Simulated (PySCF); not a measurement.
Work out the structure from these simulated measurements.

Formula: C4H9AlCl2.

* Polarisability: 99.5 au [wB97X-D/def2-SVPD]
* 13C NMR: chemical shifts (computed TMS as zero) by class: 29.4 (3 C), 26.3 (1 C) ppm [GIAO B3LYP/pcSseg-1 (pcSseg-2 on Al)]
* Rotational structure: rotational constants A, B, C: 1.510, 1.126, 0.751 GHz [PBE0-D3(BJ)/def2-SVP]
* UV, strongest line: among the 15 lowest singlet transitions: S8 at 7.90 eV (157 nm, f = 0.176) [TDDFT wB97X-D/def2-SVPD]
* XPS: Cl2p3/2 205.8 (×2), C1s 290.3, C1s 290.8 (×3), Al1s 1568.0, Cl1s 2828.3 (×2) eV [ΔSCF SCAN, pcX-2 on the ionised atom, pcseg-1 elsewhere, spin-free X2C, 2p3/2 from a spin–orbit splitting computed afterwards within the 2p shell]
* NMR, other nuclei: isotropic shieldings of nuclei other than C and H, by class: 365 (1 Al), 901 (2 Cl) ppm [GIAO B3LYP/pcSseg-1 (pcSseg-2 on Al)]
* Triplet: lowest triplet excitation (Tamm–Dancoff): 5.31 eV [TDA wB97X-D/def2-SVPD]
* UV, first state: lowest singlet excitation: 5.72 eV (217 nm, f = 0.013) [TDDFT wB97X-D/def2-SVPD]

Electronic properties: PySCF, gas phase, density fitting. Levels stand in brackets. Isolated species at its PBE0-D3(BJ)/def2-SVP geometry, gas phase. Each NMR value is the plain mean over a class of atoms that symmetry, rotation or inversion makes alike.

Task: What is the compound? Reason from the data.

Result: 4 carbons fall into 2 classes; from least to most shielded: carbon bonded to C and 3 H (29.4 ppm, 3 C), carbon bonded to Al and 3 C (26.3 ppm). The other shieldings belong to: 365 ppm, aluminium bonded to C and 2 Cl; 901 ppm, chlorine bonded to Al. The core levels belong to: Cl2p3/2 205.8 eV, chlorine bonded to Al; C1s 290.3 eV, carbon bonded to Al and 3 C; C1s 290.8 eV, carbon bonded to C and 3 H; Al1s 1568.0 eV, aluminium bonded to C and 2 Cl; Cl1s 2828.3 eV, chlorine bonded to Al. One atom of each topological class was ionised and stands for its class. The optimised geometry has point group C1 and is an asymmetric top. Structure: `C[C](C)(C)[Al]([Cl])[Cl]` (AlCl2(tBu)). Computed isomers that give other values at the same levels: `CC(C)[CH2][Al]([Cl])[Cl]` (13C chemical shifts (computed TMS as zero) by class: 31.4 (2 C), 29.9 (1 C), 28.4 (1 C) ppm). The assignments are read from this structure; whether some other isomer fits the data as well wasn't checked.
